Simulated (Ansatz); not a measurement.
A nudged elastic band was laid between two geometries of AlClH₅NSi (9 atoms, charge 0, multiplicity 1).

Method: Ansatz, RKS r2SCANh-D4/def2-SVP.

| Item | Value |
| --- | --- |
| movable images | 7 |
| climbing image | yes |
| spring | 5.0 eV/Å² |
| optimiser | quadratic models (default) |
| start path | through a guess of the saddle point |
| force threshold | 0.03 eV/Å |
| iteration limit | 60 |
| end points | relaxed |

Initial state:

```xyz
9
Properties=species:S:1:pos:R:3
Al -0.278 1.796 -0.078
N -0.084 0.150 0.617
Si 0.100 -1.364 -0.185
Cl 2.077 -2.014 -0.181
H -0.374 1.916 -1.650
H -0.360 3.006 0.938
H -0.008 0.093 1.632
H -0.677 -2.436 0.489
H -0.309 -1.193 -1.600
```

Final state:

```xyz
9
Properties=species:S:1:pos:R:3
Al -1.704 1.481 0.177
N 0.332 0.469 0.191
Si 0.066 -1.199 -0.351
Cl 1.876 -2.212 -0.374
H 0.942 1.028 -0.409
H -0.839 2.796 0.708
H 0.703 0.565 1.139
H -0.829 -1.841 0.631
H -0.457 -1.133 -1.730
```

Problem. What changes between the two ends?

Solution. Bonds broken: Al1–H5. Bonds formed: N2–H5.

Problem. Give the energies along the band, and the barrier.

Solution. It converged. The highest image is number 5 of 0 to 8, 3.24 eV above the first end and 1.33 eV above the last; the last end lies 1.91 eV above the first. Neighbouring images differ by up to 1.4 eV, so the band resolves the path poorly. A vibrational analysis at the climbing image gives one clearly imaginary mode, 1422i cm⁻¹: a first-order saddle point. The orbitals stay closed-shell, which can raise the energy where a bond breaks towards radicals; this wasn't checked here.

| image | path coordinate (Å) | energy (eV) | Al1–H5 (Å) | N2–H5 (Å) |
| --- | --- | --- | --- | --- |
| 0 | 0.00 | 0.00 | 1.58 | 2.89 |
| 1 | 0.55 | 0.03 | 1.58 | 2.88 |
| 2 | 1.10 | 0.13 | 1.57 | 2.81 |
| 3 | 1.65 | 0.64 | 1.56 | 2.48 |
| 4 | 2.20 | 2.01 | 1.57 | 2.00 |
| 5 | 2.75 | 3.24 | 1.70 | 1.43 |
| 6 | 3.40 | 2.14 | 2.29 | 1.03 |
| 7 | 4.05 | 1.95 | 2.67 | 1.02 |
| 8 | 4.71 | 1.91 | 2.75 | 1.02 |

Problem. What is the geometry of the highest image?

Solution. 
```xyz
9
Properties=species:S:1:pos:R:3:forces:R:3
Al -0.738 1.987 -0.284 0.00 0.00 0.00
N 0.175 0.354 0.377 0.00 0.01 0.00
Si 0.039 -1.262 -0.276 0.00 0.00 0.00
Cl 1.902 -2.160 -0.386 0.00 0.00 0.00
H 0.658 1.128 -0.730 0.00 0.00 0.00
H -1.247 2.763 1.033 0.00 0.00 0.00
H 0.630 0.387 1.299 0.00 0.00 0.00
H -0.804 -2.121 0.590 0.00 0.00 0.00
H -0.527 -1.122 -1.639 0.00 0.00 0.00
```

Run time: 4 min on 2 threads of Intel(R) Xeon(R) 6975P-C (Granite Rapids), on a shared host, peak memory 0.24 GiB.
